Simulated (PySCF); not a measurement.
C₆ coefficients of unlike pairs at PBE

Calculated with PySCF 2.14 from the dipole response of each species, C₆(A,B) = (3/π) ∫ α_A(iu) α_B(iu) du, in atomic units, from isotropic polarisabilities. For ions this is the dispersion term alone; charge-induced terms of lower order in 1/R come first.

| species | configuration | basis | relativity | α (bohr³) | C₆ (like pair) |
| --- | --- | --- | --- | --- | --- |
| Fe | [Ar] 3d6 4s2 (5D) | aug-cc-pwCVTZ (10s9p7d4f3g) | none | 63.29 | 565.6 |
| Br+ | [Ar] 3d10 4s2 4p4 (3P) | aug-cc-pV5Z-PP with ECP10MDF (8s7p6d4f3g2h) | core potential | 12.84 | 79.96 |
| Ga | [Ar] 3d10 4s2 4p1 (2P) | dyall-av2z (16s12p8d) | none | 60.57 | 511.5 |
| Sc+ | [Ar] 3d1 4s1 (3D) | dyall-av2z (16s12p7d2f) | none | 61.09 | 417.7 |

(1) Estimate C₆ for Sc+ with Ga.

No spin-orbit coupling is included.

The other pairs:

```csv
pair,C₆
"Sc+, Fe",483.3
"Ga, Br+",175.3
"Br+, Fe",185.5
"Ga, Fe",537.1
"Sc+, Br+",151.8
```

## Answers

(1) The integral gives 458.4. The combination rule 2 C_A C_B / (C_A α_B/α_A + C_B α_A/α_B) gives 459.4 and the geometric mean 462.2.
